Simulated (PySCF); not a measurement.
## MoCl⁻ from Hartree–Fock to correlated methods

State: ⁷Σ⁺ (septet), unpaired electrons σ ↑↑, π ↑↑, δ ↑↑. Set-up: Mo def2-TZVPPD with ECP28, Cl def2-TZVPPD; scalar-relativistic core potentials (PySCF 2.14). De refers to Mo (4d5 5s1) + Cl⁻ in their high-spin ground configurations, without counterpoise correction. The functionals are run spin-unrestricted. A positive dipole points towards Cl; it is taken about the centre of mass and depends on that origin.

```json
{"Level": "UHF", "Re (Å)": "2.654", "ωe (cm⁻¹)": "197", "De (eV)": "n/a", "μ (D)": "-1.23", "CPU s a point (SCF and correlation, without the integrals)": "4.2"}
{"Level": "UHF-MP2", "Re (Å)": "2.493", "ωe (cm⁻¹)": "244", "De (eV)": "n/a", "μ (D)": "n/a", "CPU s a point (SCF and correlation, without the integrals)": "7.5"}
{"Level": "UHF-SCS-MP2", "Re (Å)": "2.524", "ωe (cm⁻¹)": "233", "De (eV)": "n/a", "μ (D)": "n/a", "CPU s a point (SCF and correlation, without the integrals)": "n/a"}
{"Level": "PBE", "Re (Å)": "2.499", "ωe (cm⁻¹)": "230", "De (eV)": "1.30", "μ (D)": "-0.38", "CPU s a point (SCF and correlation, without the integrals)": "3.4"}
{"Level": "PBEsol", "Re (Å)": "2.452", "ωe (cm⁻¹)": "249", "De (eV)": "1.48", "μ (D)": "0.00", "CPU s a point (SCF and correlation, without the integrals)": "2.2"}
{"Level": "r²SCAN", "Re (Å)": "2.519", "ωe (cm⁻¹)": "229", "De (eV)": "1.30", "μ (D)": "-0.61", "CPU s a point (SCF and correlation, without the integrals)": "4.5"}
{"Level": "PBE0", "Re (Å)": "2.510", "ωe (cm⁻¹)": "231", "De (eV)": "1.27", "μ (D)": "-0.54", "CPU s a point (SCF and correlation, without the integrals)": "8.3"}
{"Level": "r²SCAN0", "Re (Å)": "2.528", "ωe (cm⁻¹)": "228", "De (eV)": "1.27", "μ (D)": "-0.81", "CPU s a point (SCF and correlation, without the integrals)": "6.5"}
{"Level": "B97-3", "Re (Å)": "2.542", "ωe (cm⁻¹)": "219", "De (eV)": "1.26", "μ (D)": "-0.56", "CPU s a point (SCF and correlation, without the integrals)": "16"}
{"Level": "M06-2X", "Re (Å)": "2.557", "ωe (cm⁻¹)": "227", "De (eV)": "1.65", "μ (D)": "-0.53", "CPU s a point (SCF and correlation, without the integrals)": "8.3"}
{"Level": "ωB97X", "Re (Å)": "2.517", "ωe (cm⁻¹)": "237", "De (eV)": "1.42", "μ (D)": "-0.18", "CPU s a point (SCF and correlation, without the integrals)": "9.4"}
{"Level": "B2PLYP", "Re (Å)": "2.528", "ωe (cm⁻¹)": "227", "De (eV)": "1.25", "μ (D)": "-0.63", "CPU s a point (SCF and correlation, without the integrals)": "7.4"}
```

(1) What does a quarter of exact exchange do here, going from PBE to PBE0?

(2) What does the step from GGA to meta-GGA do here, going from PBE to r²SCAN?

(3) What does a quarter of exact exchange do here, going from r²SCAN to r²SCAN0?

Correlated steps freeze 5 core orbitals. The metal atom is held in its measured ground configuration; semilocal functionals can put another filling of s and d lower by some tenths of an eV, and De to that atom would be smaller. Spin–orbit coupling is left out, which matters for elements this heavy, above all for dissociation energies. For an ion De counts to the pair picked by the measured ionisation energies or electron affinities, which need not be the lowest pair at this level. Counting both spins, an empty level lies below a filled one in some of these solutions, because spin and occupation are held. The highest Kohn–Sham level is positive in this anion. Much of that is self-interaction error, but it also means that the finite basis helps to hold the extra electron. B2PLYP dipoles, levels and charges come from its SCF part alone. The state is the lowest single determinant that the PBE0 search found; with open d or f shells the true ground state can be another one.

The whole job (state search and all levels along the bond) took about 13 min on 2 threads of Intel Xeon Platinum 8259CL @ 2.50GHz (shared host), peak memory 3.9 GiB.

## Answers

(1) PBE0 less PBE: +1.1 pm in Re, +0.4 % in ωe, -0.03 eV in De. Exact exchange removes part of the self-interaction that spreads semilocal densities, and in most molecules shortens and stiffens the bond and lowers De; here Re goes the other way.

(2) r²SCAN less PBE: +2.0 pm in Re, -0.4 % in ωe, +0.00 eV in De. 

(3) r²SCAN0 less r²SCAN: +0.9 pm in Re, -0.4 % in ωe, -0.03 eV in De. Exact exchange removes part of the self-interaction that spreads semilocal densities, and in most molecules shortens and stiffens the bond and lowers De; here Re goes the other way.
